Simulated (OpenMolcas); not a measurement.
**Br III: effect of correlating more closed shells**

* Program: OpenMolcas
* Basis: ANO-RCC-VTZP [6s5p3d1f]
* Scalar Hamiltonian: DKH2, point nucleus
* Active space: 3 electrons in 3 orbitals (4p)
* State averaging: 2S+1 = 4 odd, 1 root; 2S+1 = 2 odd, 8 roots
* Spin-orbit coupling: RASSI with atomic mean-field integrals over the reference wave functions, term energies averaged over their components

Methods on the same reference wave functions:
A. CASSCF
B. SS-CASPT2, IPEA 0.25 Eh, imaginary shift 0.1 Eh (closed shells correlated: 4s)
C. SS-CASPT2, IPEA 0.25 Eh, imaginary shift 0.1 Eh (closed shells correlated: 3d 4s)
D. SS-CASPT2, IPEA 0.25 Eh, imaginary shift 0.1 Eh (closed shells correlated: 3s 3p 3d 4s)

Energies in cm⁻¹ above 4s² 4p³ ⁴S°_3/2, the measured ground level; measured values from Moore, Atomic Energy Levels, vol. II, NSRDS-NBS 35 (1971 reprint of NBS Circular 467, 1952).

```
          Level      A      B      C      D  Measured
4s² 4p³ ⁴S°_3/2    0.0    0.0    0.0    0.0       0.0
4s² 4p³ ²D°_3/2  19822  16460  16570  16490          
4s² 4p³ ²D°_5/2  20572  17290  17390  17320          
4s² 4p³ ²P°_1/2  34004  29140  29260  29160     26915
4s² 4p³ ²P°_3/2  35020  30280  30400  30300     28579
```

Deviations, from unrounded energies. A percentage is the sum of absolute deviations over the sum of measured energies, with the sign that they share, or ± where signs differ.

| Against measurement | Levels | A | B | C | D |
| --- | --- | --- | --- | --- | --- |
| mean absolute deviation (cm-1) | 2 | 6800 | 2000 | 2100 | 2000 |
| other terms of the ground configuration (%) | 2 | +24.4 | +7.1 | +7.5 | +7.2 |

B, D lie about equally close to measurement and A furthest from it. The largest miss of B in the table is 4s² 4p³ ²P°_1/2, by +2200 cm-1. The ranking rests on the paired levels alone, and a cruder setting can come out closer through cancelling errors.

Among B to D the level of the table that moves most is 4s² 4p³ ²P°_1/2, by 130 cm-1 (lowest in B, highest in C). Moves below CASPT2's spread within the term are not significant.

The mean deviations of B to D differ by less than CASPT2's widest spread within a term (150 cm-1), so their order carries little weight.

From A to B the spin-free energies of the other terms of 4s² 4p³ shown, above ⁴S°, scale by factors of 0.84 to 0.85.

The lowest spin-free term lies below A's lowest term by 0.079 hartree in B, 0.127 hartree in C, 0.156 hartree in D.

What an inner shell adds also hangs on whether the basis holds functions to correlate it.

CASPT2 breaks the degeneracy within a term, and the mean is taken; among the terms shown or strongly mixed into the levels shown the widest spread is 150 cm-1 (4s² 4p³ ²D°, D). With the s shell closed, the reference lacks s² → p² mixing. Measured partners are found by configuration, term and J. A level has none where our copy of the source lacks it or the pairing is in doubt (some pairs that miss far off the trend of their configuration count as doubtful), and it then counts in no deviation. Levels of configurations outside the active space are missing.

° marks odd parity.
